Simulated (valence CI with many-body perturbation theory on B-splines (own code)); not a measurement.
# E1 transitions of Pr XXVIII

Method: relativistic CI+MBPT: four valence electrons over a frozen Dirac-Fock core [Ar] 3d10, a basis of 11 s, 11 p, 9 d, 7 f, 5 g, 2 h, 1 i functions for each j, with the one-electron correlation potential Σ1, the two-electron term Σ2, the three-electron term Σ3, Breit, model QED; selected CI, second order for the rest (own B-spline code, finite nucleus).

The last digits are not significant, and no measured levels were compared; by estimate large intervals hold to a few tenths of a per cent, small ones and those within an open d or f shell to about a per cent.

Lines 51 to 100 of 232 in falling wavelength, among levels below 1987200 cm⁻¹, chosen from the strongest by gf and those to the six lowest levels. Wavelengths and rates use the calculated energies. Electric multipoles are in the length gauge, E1 and E2 with the static RPA response of the core. Weak lines are less certain than strong ones. Lines between different terms over intervals too small for the method are left out, as are lines whose strength nearly cancels. Where a level lies close to another of its J and parity, the split of strength between their lines is uncertain. The highest levels of a list are the least certain.

Levels are named by their leading jj configuration (3d3/2^4 stands for four electrons in 3d with j = 3/2), which in mixed levels can hold well under half, so a name can repeat and another be missing. Letters in brackets count levels of one name in rising energy.

```csv
λ vac (Å),Upper,Lower,A (s⁻¹),log gf,Branch %
147.4,(4s 4p3/2^2 4d5/2) J=5,(4s^2 4p3/2 4d5/2) J=4,1.86e+10,-0.18,100.0
146.6,(4s^2 4p1/2 4d5/2) J=3,(4s^2 4p3/2^2) J=2,9.14e+08,-1.69,1.1
144.8,(4s 4p1/2 4p3/2^2) J=3,(4s^2 4p1/2 4p3/2) J=2,7.44e+09,-0.79,60.0
144.4,(4p3/2^4) J=0,(4s 4p3/2^3) J=1,4.91e+10,-0.81,25.4
144.0,(4s^2 4p1/2 4d3/2) J=1,(4s^2 4p3/2^2) J=2,3.58e+08,-2.48,0.1
143.4,(4s 4p1/2 4p3/2 4d5/2) J=3 [d],(4s 4p3/2^3) J=2,4.36e+09,-1.03,2.7
143.2,(4s^2 4p1/2 4d5/2) J=2,(4s^2 4p3/2^2) J=2,2.61e+08,-2.40,0.1
142.5,(4s 4p1/2 4p3/2 4d3/2) J=2 [a],(4s 4p1/2 4p3/2^2) J=2 [b],5.21e+09,-1.10,14.6
141.8,(4s 4p1/2 4p3/2 4d5/2) J=2 [a],(4s^2 4p1/2 4d3/2) J=2,2.39e+10,-0.44,24.1
141.1,(4p1/2^2 4p3/2^2) J=2,(4s 4p1/2^2 4p3/2) J=1,8.82e+09,-0.88,14.0
139.0,(4s 4p1/2 4p3/2 4d5/2) J=4 [b],(4s^2 4p1/2 4d5/2) J=3,6.43e+09,-0.78,6.0
137.9,(4p1/2 4p3/2^3) J=1,(4s 4p1/2 4p3/2^2) J=2 [b],1.08e+10,-1.03,10.8
137.9,(4s 4p1/2 4p3/2 4d5/2) J=3 [d],(4s^2 4p1/2 4d5/2) J=2,5.41e+10,0.03,33.1
137.6,(4s 4p3/2^3) J=2,(4s^2 4p3/2^2) J=2,3.83e+10,-0.26,46.8
137.5,(4p1/2 4p3/2^3) J=2,(4s 4p1/2 4p3/2^2) J=2 [b],2.59e+10,-0.44,23.9
135.8,(4s 4p1/2 4p3/2 4d5/2) J=4 [c],(4s^2 4p1/2 4d5/2) J=3,4.08e+10,0.01,87.2
135.3,(4s 4p1/2 4p3/2 4d5/2) J=3 [c],(4s^2 4p1/2 4d5/2) J=3,8.97e+09,-0.76,2.7
135.1,(4s 4p1/2 4p3/2 4d3/2) J=3 [b],(4s^2 4p1/2 4d3/2) J=2,3.18e+10,-0.22,40.1
134.0,(4s 4p1/2 4p3/2 4d5/2) J=1 [a],(4s^2 4p1/2 4d5/2) J=2,1.18e+10,-1.02,6.8
133.9,(4s 4p1/2 4p3/2 4d5/2) J=2 [b],(4s^2 4p1/2 4d3/2) J=2,1.52e+10,-0.69,7.6
133.3,(4s 4p1/2 4p3/2 4d3/2) J=2 [c],(4s^2 4p1/2 4d3/2) J=1,4.64e+10,-0.21,10.8
133.1,(4s 4p1/2 4p3/2 4d3/2) J=1 [c],(4s^2 4p1/2 4d3/2) J=2,1.59e+10,-0.90,6.8
133.0,(4s 4p1/2 4p3/2^2) J=2 [b],(4s^2 4p1/2 4p3/2) J=2,3.55e+10,-0.33,88.1
133.0,(4s 4p1/2 4p3/2 4d3/2) J=0 [b],(4s^2 4p1/2 4d3/2) J=1,3.99e+10,-0.98,12.7
132.1,(4s 4p3/2^3) J=1,(4s^2 4p3/2^2) J=0,2.00e+10,-0.80,7.4
131.4,(4s 4p1/2 4p3/2^2) J=1 [a],(4s^2 4p1/2 4p3/2) J=2,5.39e+08,-2.38,0.6
131.1,(4s 4p1/2 4p3/2^2) J=0,(4s^2 4p1/2 4p3/2) J=1,5.12e+10,-0.88,100.0
130.7,(4s 4p1/2^2 4p3/2) J=1,(4s^2 4p1/2^2) J=0,5.60e+10,-0.37,83.7
129.2,(4s 4p1/2 4p3/2 4d5/2) J=2 [c],(4s^2 4p1/2 4d5/2) J=2,8.89e+09,-0.95,3.2
129.0,(4s 4p1/2 4p3/2 4d5/2) J=2 [e],(4s 4p3/2^3) J=2,1.25e+10,-0.81,2.9
128.9,(4s 4p1/2 4p3/2^2) J=2 [b],(4s^2 4p1/2 4p3/2) J=1,1.25e+09,-1.81,3.1
128.5,(4s 4p1/2 4p3/2 4d5/2) J=2 [c],(4s^2 4p1/2 4d3/2) J=1,9.20e+09,-0.94,3.3
128.2,(4s 4p1/2 4p3/2 4d5/2) J=1 [b],(4s^2 4p1/2 4d5/2) J=2,5.11e+10,-0.42,18.2
128.1,(4p1/2^2 4p3/2^2) J=0,(4s 4p1/2^2 4p3/2) J=1,7.83e+10,-0.72,63.7
127.8,(4s 4p1/2 4p3/2 4d5/2) J=2 [a],(4s 4p1/2 4p3/2^2) J=2 [b],8.05e+09,-1.01,8.1
127.6,(4s 4p1/2 4p3/2 4d5/2) J=1 [b],(4s^2 4p1/2 4d3/2) J=1,1.29e+10,-1.02,4.6
127.5,(4s 4p1/2 4p3/2^2) J=1 [a],(4s^2 4p1/2 4p3/2) J=1,7.27e+10,-0.27,75.8
126.8,(4p1/2 4p3/2^3) J=2,(4s 4p1/2 4p3/2^2) J=3,3.46e+10,-0.38,31.9
126.6,(4s 4p1/2 4p3/2 4d5/2) J=3 [e],(4s^2 4p1/2 4d5/2) J=3,6.51e+10,0.04,26.1
126.3,(4p1/2^2 4p3/2^2) J=2,(4s 4p1/2^2 4p3/2) J=2,1.35e+10,-0.79,21.4
125.1,(4s 4p1/2 4p3/2 4d3/2) J=1 [d],(4s^2 4p1/2 4d3/2) J=2,5.62e+10,-0.40,17.4
124.9,(4s 4p1/2 4p3/2 4d5/2) J=2 [d],(4s^2 4p1/2 4d5/2) J=3,1.18e+11,0.14,45.4
124.8,(4s 4p1/2 4p3/2 4d3/2) J=1 [e],(4s^2 4p1/2 4d3/2) J=1,4.33e+10,-0.52,9.1
124.5,(4s 4p1/2 4p3/2 4d5/2) J=2 [e],(4s^2 4p1/2 4d5/2) J=2,4.90e+10,-0.24,11.2
124.4,(4s 4p1/2 4p3/2^2) J=1 [b],(4s^2 4p1/2 4p3/2) J=2,1.51e+11,0.02,63.0
123.3,(4s 4p3/2^3) J=1,(4s^2 4p3/2^2) J=2,1.18e+11,-0.09,43.7
122.3,(4s 4p1/2 4p3/2 4d3/2) J=3 [b],(4s 4p1/2 4p3/2^2) J=2 [b],1.38e+10,-0.66,17.4
122.2,(4s 4p3/2^2 4d3/2) J=3,(4s 4p3/2^3) J=2,5.71e+09,-1.05,1.5
122.0,(4s 4p1/2 4p3/2 4d5/2) J=2 [e],(4s^2 4p1/2 4d5/2) J=3,2.57e+10,-0.54,5.9
121.3,(4s 4p1/2 4p3/2 4d3/2) J=1 [d],(4s 4p1/2 4p3/2^2) J=1 [b],3.16e+10,-0.68,9.8
```
